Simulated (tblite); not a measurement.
Species: C7H13O (charge -1).
Atom-mapped SMILES: `[CH3:1][C@@H:2]([O-:3])[CH:4]1[CH2:5][CH2:6][CH2:7][CH2:8]1` (hydrogens: H9, H10, H11 on C1; H12 on C2; H13 on C4; H14, H15 on C5; H16, H17 on C6; H18, H19 on C7; H20, H21 on C8)

Computed with GFN2-xTB (tblite), gas phase: L-BFGS steps from a force-field or distance-geometry start until the largest atomic force falls under 0.01 eV/Å.

At the end of the run (lengths in Å): C2–C4 1.594, C2–O3 1.301, C2–H12 1.157, C1–C2 1.577, C4–C8 1.528, C5–H15 1.092, C6–H17 1.095, C1–C2–O3 114.8°, C5–C6–C7 104.1°, C4–C5–C6 104.4°, C6–C7–C8 105.6°, C1–C2–C4–C5 168°, C2–C4–C5–C6 157°, C4–C5–C6–C7 -38°, H20–C8–C7–C6 -110°, H9–C1–C2–O3 -61°.

Question: These geometries were met on the way; a selection of coordinates is given. Order them by energy above the end point, lowest first.
A. C2–C4 1.486, C2–O3 1.380, C2–H12 1.112, C1–C2 1.551, C4–C8 1.505, C5–H15 1.115, C6–H17 1.114, C1–C2–O3 107.9°, C5–C6–C7 98.0°, C4–C5–C6 99.0°, C6–C7–C8 100.3°, C1–C2–C4–C5 180°, C2–C4–C5–C6 165°, C4–C5–C6–C7 -56°, H20–C8–C7–C6 -148°, H9–C1–C2–O3 -94°
B. C2–C4 1.594, C2–O3 1.297, C2–H12 1.163, C1–C2 1.596, C4–C8 1.538, C5–H15 1.091, C6–H17 1.094, C1–C2–O3 115.4°, C5–C6–C7 100.5°, C4–C5–C6 103.8°, C6–C7–C8 103.8°, C1–C2–C4–C5 174°, C2–C4–C5–C6 156°, C4–C5–C6–C7 -47°, H20–C8–C7–C6 -136°, H9–C1–C2–O3 -87°
C. C2–C4 1.583, C2–O3 1.298, C2–H12 1.181, C1–C2 1.573, C4–C8 1.546, C5–H15 1.087, C6–H17 1.090, C1–C2–O3 116.1°, C5–C6–C7 100.2°, C4–C5–C6 100.4°, C6–C7–C8 102.1°, C1–C2–C4–C5 176°, C2–C4–C5–C6 160°, C4–C5–C6–C7 -53°, H20–C8–C7–C6 -142°, H9–C1–C2–O3 -88°
D. C2–C4 1.585, C2–O3 1.297, C2–H12 1.154, C1–C2 1.588, C4–C8 1.544, C5–H15 1.096, C6–H17 1.099, C1–C2–O3 114.9°, C5–C6–C7 99.9°, C4–C5–C6 101.5°, C6–C7–C8 102.6°, C1–C2–C4–C5 176°, C2–C4–C5–C6 159°, C4–C5–C6–C7 -51°, H20–C8–C7–C6 -139°, H9–C1–C2–O3 -90°
E. C2–C4 1.538, C2–O3 1.315, C2–H12 1.135, C1–C2 1.551, C4–C8 1.537, C5–H15 1.108, C6–H17 1.109, C1–C2–O3 111.8°, C5–C6–C7 99.1°, C4–C5–C6 98.9°, C6–C7–C8 100.9°, C1–C2–C4–C5 179°, C2–C4–C5–C6 163°, C4–C5–C6–C7 -56°, H20–C8–C7–C6 -145°, H9–C1–C2–O3 -91°

Answer: B (0.090 eV), D (0.149 eV), C (0.251 eV), E (0.435 eV), A (0.705 eV).

```json
{"step": "15", "E above end (eV)": "0.090", "rms distance from the end, all atoms (Å)": "0.295", "largest force (eV/Å)": "0.159", "rms shift of all bonds from the end (Å)": "0.006"}
{"step": "9", "E above end (eV)": "0.149", "rms distance from the end, all atoms (Å)": "0.331", "largest force (eV/Å)": "0.221", "rms shift of all bonds from the end (Å)": "0.006"}
{"step": "4", "E above end (eV)": "0.251", "rms distance from the end, all atoms (Å)": "0.351", "largest force (eV/Å)": "0.524", "rms shift of all bonds from the end (Å)": "0.010"}
{"step": "1", "E above end (eV)": "0.435", "rms distance from the end, all atoms (Å)": "0.362", "largest force (eV/Å)": "1.126", "rms shift of all bonds from the end (Å)": "0.016"}
{"step": "0", "E above end (eV)": "0.705", "rms distance from the end, all atoms (Å)": "0.365", "largest force (eV/Å)": "3.893", "rms shift of all bonds from the end (Å)": "0.033"}
```

Rows stand in the order of the answer.
